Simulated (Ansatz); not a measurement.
Species: C$_{3}$H$_{6}$S (charge 0, singlet). SMILES: C1CCS1
Coordinates optimised at B3LYP-D3(BJ)/def2-TZVP (Ansatz, a program for electronic structure):
```
C
H 1 1.0897
H 1 1.0913 2 108.40
C 1 1.5398 2 110.51 3 127.23
H 4 1.0876 1 116.43 2 -20.36
H 4 1.0895 5 109.53 1 130.61
C 1 1.5398 2 110.51 3 -127.23
H 7 1.0876 1 116.43 2 20.36
H 7 1.0895 8 109.53 1 -130.61
S 4 1.8489 5 114.13 6 125.09
```
Charge 0, spin multiplicity 1.

HF/6-31G* beside other levels, property by property. Conventions: atomisation electronic, to ground-state atoms; open shells spin-unrestricted; non-relativistic; 6-311+G** with 5d, 6d on Na to Ar in Ansatz; frozen cores in correlated levels; no dispersion term unless named; 6-31G* and kin with 6d, 5d where marked; spin-orbit terms left out. Basis-set limits of correlation are two-point, X^-3; Hartree-Fock from the larger set. The bracket is a focal-point correction in the basis named. Ab initio and DFT rows: single points at B3LYP-D3(BJ) geometries (Ansatz), with unscaled harmonic terms from B3LYP/6-31G* (Ansatz) at its own minima, enthalpies of formation by atomisation with measured atoms.

Measured values: CRC Handbook, as tabulated in the package chemicals; they hold spin-orbit and core effects, anharmonicity. Coupled cluster (Ansatz) is a level with limits of its own, used here on species with T1 under 0.025 (0.045 for open shells) and stable references: (a) RI-MP2/CBS(aug-cc-pV(T+d)Z,aug-cc-pV(Q+d)Z)+[CCSD(T)-MP2]/aug-cc-pV(T+d)Z; (b) RI-MP2/CBS(cc-pV(T+d)Z,cc-pV(Q+d)Z)+[CCSD(T)-MP2]/cc-pV(T+d)Z.

| property | HF/6-31G* (Ansatz) | HF/3-21G (Ansatz) | B3LYP/6-311+G** (Ansatz) | B3LYP-D3(BJ)/def2-TZVPD (Ansatz + dftd3) | to compare with |
|---|---|---|---|---|---|
| atomisation energy (kcal/mol) | 673.4 | 631.5 | 902.4 | 917.2 | 918.8 coupled cluster (a) |
| proton affinity at S (heteroatom site), enthalpy at 298 K, to C1C[SH+]C1 (kcal/mol) | 197.6 | 184.2 | 198.5 | 201.4 | 199.1 coupled cluster (b) |
| enthalpy of formation at 298 K (kcal/mol) | 260.6 | 302.5 | 31.7 | 16.8 | 14.5 measured |

As the rows show:
- atomisation energy: HF/6-31G* lies 245.4 kcal/mol below coupled cluster.
- proton affinity at S (heteroatom site), enthalpy at 298 K, to C1C[SH+]C1: HF/6-31G* lies 1.5 kcal/mol below coupled cluster.
- enthalpy of formation at 298 K: HF/6-31G* lies 246.1 kcal/mol above the measured value.

The properties are those with a value to compare with, at most eight drawn at random. No case is left out for the size of its miss. Left out are saddle points of the reference geometry, anions that the best level run finds unbound, excited spin states, species near biochemistry, 298 K rows of species without real B3LYP wavenumbers, cases with under five habitual levels, runs that failed or that the program found above a lower state of the same kind, table entries that another table contradicts, and a share of species set aside by lot.
